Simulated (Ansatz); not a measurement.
Ga₂As₃. Charge 0, multiplicity 2. Geometry r2SCAN-D4/def2-SVP.

```xyz
5

Ga   -0.521    0.851   -1.428
Ga   -1.863   -0.036    0.465
As    0.210   -1.574    0.186
As    1.705    0.140   -0.620
As    0.470    0.619    1.397
```

The 6-31G sets use Cartesian d functions. LC-ωPBE has ω = 0.4 bohr⁻¹. B3LYP takes the VWN-RPA correlation. The structure comes from a short search, and lower isomers may exist.

Question: Estimate the α-spin orbital energies around the gap (eV) in Ansatz with r2SCAN-D4/def2-TZVP, r2SCAN-D4/def2-TZVPD, B3LYP-D4/6-31G, PBE0-D4/def2-TZVPD, LC-ωPBE/def2-TZVP.

Answer: 
| orbital | r2SCAN-D4/def2-TZVP | r2SCAN-D4/def2-TZVPD | B3LYP-D4/6-31G | PBE0-D4/def2-TZVPD | LC-ωPBE/def2-TZVP |
| --- | --- | --- | --- | --- | --- |
| HOMO−5 | -7.86 | -7.86 | -8.27 | -8.49 | -10.81 |
| HOMO−4 | -7.17 | -7.17 | -7.76 | -7.81 | -10.06 |
| HOMO−3 | -6.89 | -6.89 | -7.44 | -7.52 | -9.81 |
| HOMO−2 | -6.40 | -6.40 | -6.89 | -6.97 | -9.13 |
| HOMO−1 | -5.62 | -5.62 | -6.13 | -6.23 | -8.38 |
| HOMO | -5.16 | -5.15 | -5.57 | -5.70 | -8.02 |
| LUMO | -2.86 | -2.87 | -2.52 | -2.30 | -0.57 |
| LUMO+1 | -2.25 | -2.26 | -1.77 | -1.59 | 0.36 |
| LUMO+2 | -1.74 | -1.77 | -1.67 | -1.28 | 0.65 |
| LUMO+3 | -1.33 | -1.42 | -1.26 | -0.97 | 1.14 |
| LUMO+4 | -1.20 | -1.25 | -0.91 | -0.68 | 1.51 |
| LUMO+5 | -0.58 | -0.64 | -0.39 | -0.32 | 1.85 |
| β HOMO | -5.52 | -5.52 | -6.00 | -6.08 | -8.17 |
| β LUMO | -3.96 | -3.96 | -3.83 | -3.46 | -1.66 |
